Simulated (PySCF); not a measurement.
sulfur difluoride (F$_{2}$S), singlet, geometry from GFN2-xTB. Base run: PBE/def2-SVP in PySCF.

Input for PySCF:
```python
from pyscf import gto, scf, dft

mol = gto.Mole()
mol.atom = '''
    F    -1.222614   -0.516354   -0.002996
    S    -0.004266    0.570466   -0.006564
    F     1.230198   -0.497808    0.014666
'''
mol.basis = 'def2-svp'
mol.charge = 0
mol.spin = 0
mol.verbose = 4
mol.build()

mf = dft.RKS(mol)
mf.xc = 'pbe'
mf.kernel()
mo_i, mo_e, stable_i, stable_e = mf.stability(internal=True, external=True, return_status=True, nroots=6, tol=1e-6)
print('internally stable:', stable_i, ' externally stable:', stable_e)
if not stable_e:
    umf = mf.to_uhf() if not hasattr(mf, 'xc') else mf.to_uks()
    umf.scf_summary = {}
    umf.kernel(umf.make_rdm1(mo_e, umf.mo_occ))
```

The bond that is stretched is that between atoms 1 and 2. A test that says stable can miss a lower solution.

Each row names what was changed in the base input (with any setting that the change needs).

| change | ΔE vs base (mEh) | <S^2> | HOMO-LUMO gap (eV) | stability test says | outcome |
|---|---|---|---|---|---|
| base | 0.000 | 0.000 | 2.85 | stable | converged |
| bond × 1.25 | 40.426 | 0.000 | 1.23 | stable | converged |
| bond × 1.5 | 92.243 | 0.000 | 0.26 | external instability | converged |
| bond × 1.8 | - | - | - | - | not converged |
| bond × 2.2 | - | - | - | - | not converged |
| bond × 3.0 | - | - | - | - | not converged |

Where a bond breaks into two radicals, a solution with restricted orbitals usually stops being the lowest and lies too high; an unrestricted one lies lower at the price of spin contamination, which <S^2> shows.
